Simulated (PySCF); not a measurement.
Match the calculated data to a structure.

All candidates are C3H9NOSi2.

| technique | computed result |
| --- | --- |
| Dipole | 3.79 D [PBE0/def2-SVPD] |
| UV, first state | lowest singlet excitation: 5.19 eV (239 nm, f = 0.001) [TDDFT PBE0/def2-SVPD] |
| Rotational structure | rotational constants A, B, C: 3.711, 0.995, 0.800 GHz [GFN2-xTB] |
| UV, strongest line | among the 8 lowest singlet transitions: S2 at 5.32 eV (233 nm, f = 0.440) [TDDFT PBE0/def2-SVPD] |
| Polarisability | 106.1 au [PBE0/def2-SVPD] |
| Triplet | lowest triplet excitation (Tamm–Dancoff): 3.46 eV [TDA PBE0/def2-SVPD] |

Electronic properties: PySCF, gas phase, density fitting. Levels stand in brackets. Isolated species at its GFN2-xTB geometry (one conformer only).

**Question.** Which candidate is it?
A. `O=CN/C([SiH3])=C/[SiH3]`
B. `N#C[C@H]([SiH3])CO[SiH3]`
C. `C#C[SiH2]O[SiH2]NC`

**Answer.** A. It is `O=CN/C([SiH3])=C/[SiH3]`. Numbering: `[O:1]=[CH:2][NH:3]/[C:4]([SiH3:5])=[CH:6]/[SiH3:7]`. Its formula, C3H9NOSi2, gives 2 degrees of unsaturation: 0 rings and 2 π bonds in the structure found. S1 is mainly HOMO−1→LUMO (weight 0.89); the largest Löwdin shares of the orbital it empties are 0.41 on the amide oxygen, 0.16 on an SiH3 silicon, 0.13 on an Si–H hydrogen and 0.07 on the amide carbonyl carbon, of the orbital it fills 0.23 on the alkene CH carbon, 0.20 on the vinylic carbon bearing nitrogen, 0.15 on the amide carbonyl carbon and 0.10 on the amide oxygen. The optimised geometry has point group Cs and is an asymmetric top.

The others, at the same levels:
- `C#C[SiH2]O[SiH2]NC` fails: its computed lowest singlet excitation is 5.54 eV (224 nm, f = 0.004) (against 5.19 eV), lowest triplet excitation (Tamm–Dancoff) is 4.96 eV (against 3.46 eV) and static isotropic polarisability is 94.9 au (against 106.1 au).
- `N#C[C@H]([SiH3])CO[SiH3]` fails: its computed lowest singlet excitation is 6.99 eV (178 nm, f = 0.003) (against 5.19 eV), lowest triplet excitation (Tamm–Dancoff) is 6.24 eV (against 3.46 eV) and strongest line among the 8 lowest singlet transitions is S4 at 7.70 eV (161 nm, f = 0.043) (against S2 at 5.32 eV).

Each candidate is one conformer, not necessarily the lowest. Dipoles, sizes and rotational constants follow the conformer. The torsions of the flexible species, by atom-mapped SMILES:
- `[O:1]=[CH:2][NH:3]/[C:4]([SiH3:5])=[CH:6]/[SiH3:7]`: O1–C2–N3–C4 0°, C2–N3–C4–Si5 0°
- `[CH:1]#[C:2][SiH2:3][O:4][SiH2:5][NH:6][CH3:7]`: C2–Si3–O4–Si5 -112°, Si3–O4–Si5–N6 -86°, O4–Si5–N6–C7 -178°
- `[N:1]#[C:2][C@H:3]([SiH3:4])[CH2:5][O:6][SiH3:7]`: C2–C3–C5–O6 149°, C3–C5–O6–Si7 169°
